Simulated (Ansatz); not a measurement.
Input and output for Li12 (the lowest singlet isomer of a short search).

```yaml
crystal:
  periodic: [false, false, false]
  atoms:
    - {symbol: Li, position_ang: [-0.114991, 2.373151, 0.579360]}
    - {symbol: Li, position_ang: [-2.805970, -1.592377, -1.470613]}
    - {symbol: Li, position_ang: [-3.099565, 1.624903, -0.934227]}
    - {symbol: Li, position_ang: [1.032127, -1.895040, -1.185301]}
    - {symbol: Li, position_ang: [1.100011, -0.216042, 1.639473]}
    - {symbol: Li, position_ang: [2.071592, 0.787706, -0.703324]}
    - {symbol: Li, position_ang: [-0.615268, 0.633558, -2.748633]}
    - {symbol: Li, position_ang: [-0.969814, -2.529937, 0.983986]}
    - {symbol: Li, position_ang: [-2.465031, 0.200067, 1.703947]}
    - {symbol: Li, position_ang: [3.688032, -1.296075, 0.727853]}
    - {symbol: Li, position_ang: [-0.931031, -0.100888, -0.336765]}
    - {symbol: Li, position_ang: [3.109897, 2.010953, 1.744234]}
basis:
  gaussian: {orbitals: pcseg-2, point_charges: [{charge: 1.00, position_ang: [6.754, 0.589, -0.750]}]}
hamiltonian: {xc: {name: revPBE}}
```

```sh
$ ansatz run in.yaml --threads 4 --pin off --events-out ev --progress --plain --max-ram 3916MiB
```

It prints (some lines left out):

```
Functional definition: revPBE
1632 factors; their error is unknown
mean field evaluation 1: about -2441.3929 eV, gradient 4.5e1 eV
mean field evaluation 2: about -2374.4097 eV, gradient 6.2e1 eV
mean field evaluation 4: about -2446.1866 eV, gradient 3.3e1 eV
mean field evaluation 8: about -2458.1868 eV, gradient 3.8e0 eV
mean field evaluation 16: about -2458.0088 eV, gradient 1.0e0 eV
mean field evaluation 32: about -2458.0098 eV, gradient 4.5e-4 eV
mean field evaluation 64: about -2457.8818 eV, gradient 9.0e-1 eV
mean field evaluation 96: about -2457.9599 eV, gradient 9.7e-1 eV
mean field -2458.00976208 eV, -90.3301926576 hartree, gradient 1.5e-5 eV, S^2 0.000000; 6 other end points of the search recorded, 0 dependent functions left out
reference -2458.00984768 eV, -90.3301958033 hartree; 18, 18 occupied and 162, 162 virtual orbitals, 1632 factors
Total energy: -2458.00984768 eV, -90.3301958033 hartree
```

Run time 12 s (4 threads of Arm Neoverse V2 on a shared host).

The restricted singlet is unstable towards broken spin symmetry in Hartree–Fock (as tested in another run); at RKS revPBE/pcseg-2 this wasn't settled.
